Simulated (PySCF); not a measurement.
Al(I)(Me)(OH) (CH4AlIO), SMILES [CH3][Al]([OH])[I].

The structure is a stationary point at PBE-D3(BJ)/def2-SVP. The def2 effective core potentials stand for the cores of I; spin–orbit coupling is left out. Other conformers were not sampled.

Level of theory: PySCF with PBE-D3(BJ)/def2-SVP.

Frequencies are harmonic and unscaled.

Computed harmonic wavenumbers and intensities:
| mode | ν (cm⁻¹) | IR (km/mol) | moving atoms (share of kinetic energy) |
|---|---|---|---|
| 1 | 37 | 0.2 | H 98 % |
| 2 | 127 | 3.3 | C 38 %, H 24 %, Al 19 %, O 11 % |
| 3 | 170 | 7.9 | O 55 %, H 17 %, I 14 %, C 10 % |
| 4 | 182 | 7.8 | Al 62 %, H 18 %, O 13 % |
| 5 | 313 | 32.6 | Al 51 %, I 16 %, C 13 %, O 11 %, H 9 % |
| 6 | 387 | 126.4 | H 89 %, O 11 % |
| 7 | 583 | 140.1 | H 79 %, O 14 % |
| 8 | 628 | 38.7 | C 39 %, H 25 %, Al 25 %, O 12 % |
| 9 | 647 | 24.9 | H 77 %, C 18 % |
| 10 | 690 | 204.0 | H 65 %, C 20 %, Al 13 % |
| 11 | 860 | 75.3 | O 44 %, Al 44 %, H 10 % |
| 12 | 1160 | 14.5 | H 79 %, C 21 % |
| 13 | 1372 | 4.2 | H 95 % |
| 14 | 1374 | 1.4 | H 96 % |
| 15 | 2975 | 0.8 | H 97 % |
| 16 | 3072 | 0.7 | H 91 %, C 9 % |
| 17 | 3088 | 1.4 | H 91 %, C 9 % |
| 18 | 3806 | 82.5 | H 94 % |
